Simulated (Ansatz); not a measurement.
A nudged elastic band was laid between two geometries of GeH4 (5 atoms, charge 0, multiplicity 1).

These are results of RKS PBE0/def2-TZVP in Ansatz 0.2.0, not measurements.

```
movable images  : 9
climbing image  : yes
spring          : 5.0 eV/Å²
optimiser       : quadratic models (default)
start path      : through a guess of the saddle point
force threshold : 0.03 eV/Å
iteration limit : 60
end points      : relaxed
```

Initial state:

```xyz
5
Properties=species:S:1:pos:R:3
Ge 0.255 0.000 0.181
H 0.255 0.000 1.715
H 1.702 0.000 -0.331
H -0.468 1.253 -0.331
H -0.468 -1.253 -0.331
```

Final state:

```xyz
5
Properties=species:S:1:pos:R:3
Ge 0.223 0.000 -0.788
H 0.801 0.000 1.128
H 1.462 0.000 0.695
H -0.605 1.146 -0.066
H -0.605 -1.146 -0.066
```

Which bonds break or form, and what moves?

Bonds formed: H2–H3. GeH4 becomes GeH2 + H2.

What energy profile does the band end with?

It converged. The highest image is number 7 of 0 to 10, 51.6 kcal/mol above the first end and 12.5 kcal/mol above the last; the last end lies 39.1 kcal/mol above the first. A vibrational analysis at the climbing image gives one clearly imaginary mode, 1206i cm⁻¹: a first-order saddle point.

```tsv
image	path coordinate (Å)	energy (kcal/mol)	H2–H3 (Å)
0	0.00	0.0	2.51
1	0.18	1.7	2.33
2	0.36	7.0	2.16
3	0.54	15.8	1.98
4	0.72	27.2	1.80
5	0.90	39.0	1.62
6	1.08	48.1	1.43
7	1.27	51.6	1.24
8	1.45	47.9	1.03
9	1.64	41.1	0.85
10	1.83	39.1	0.79
```

What is the geometry of the highest image?


```xyz
5
Properties=species:S:1:pos:R:3
Ge 0.250 0.000 -0.469
H 0.591 0.000 1.203
H 1.547 0.000 0.413
H -0.556 1.265 -0.122
H -0.556 -1.265 -0.122
```

What are the harmonic wavenumbers there?

1206i, 647, 711, 884, 949, 1632, 2091, 2136, 2158 cm⁻¹.

The band took 8 iterations and of the order of 80 core-seconds.

Run time: 81 s on 1 thread of Arm Neoverse V2, with other jobs on the host, peak memory 0.13 GiB.
